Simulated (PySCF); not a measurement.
C5H7ClFO (doublet state).
Numbering: `[F:1][CH:2][CH2:3][CH2:4][O:5]/[CH:6]=[CH:7]/[Cl:8]` (hydrogens: H9 on C2; H10, H11 on C3; H12, H13 on C4; H14 on C6; H15 on C7)

Structure used (GFN2-xTB), in Å, numbered top down from 1:
```xyz
15
C5H7ClFO angstrom
F     -2.734    1.219   -1.072
C     -2.251    1.123    0.181
C     -1.742   -0.193    0.603
C     -0.330   -0.494    0.048
O      0.576    0.386    0.683
C      1.881    0.292    0.361
C      2.444   -0.539   -0.509
Cl     4.148   -0.509   -0.770
H     -1.920    2.063    0.583
H     -2.411   -0.978    0.245
H     -1.688   -0.222    1.691
H     -0.060   -1.535    0.271
H     -0.311   -0.343   -1.039
H      2.465    1.008    0.921
H      1.928   -1.271   -1.104
```

The hyperfine couplings belong to this conformer and change with its torsions.

Computed, not measured: UKS B3LYP, pcH-1 on C Cl F H O, non-relativistic, mean-field spin-orbit, GIAO (PySCF 2.14.0). Isolated species at its GFN2-xTB geometry (one conformer only). A GFN2-xTB geometry isn't a minimum of the functional, and hyperfine couplings can be far from their values at a DFT geometry. No stability test was run, so a lower SCF solution isn't excluded.

The largest Mulliken spin populations are on C2 (+0.95), F1 (+0.07) and C3 (-0.06). C2 is the only atom above +0.15. The angles at C2 add up to 355.0°, so it is nearly planar; its axial dipolar tensor and the negative coupling of its proton fit spin in a p orbital normal to that plane.

(1) List the C–H protons on four-coordinate carbons next to a three-coordinate spin centre, with their couplings and θ (C–H bond against the normal to the plane of the centre's neighbours, projected along the bond that joins the two).

## Answers

(1) 
```tsv
β H	on	centre	θ (°)	cos²θ	a (G)
H10	C3	C2	60	0.25	+14.06
H11	C3	C2	61	0.24	+7.36
```

Couplings in gauss use g_iso = 2.0038.
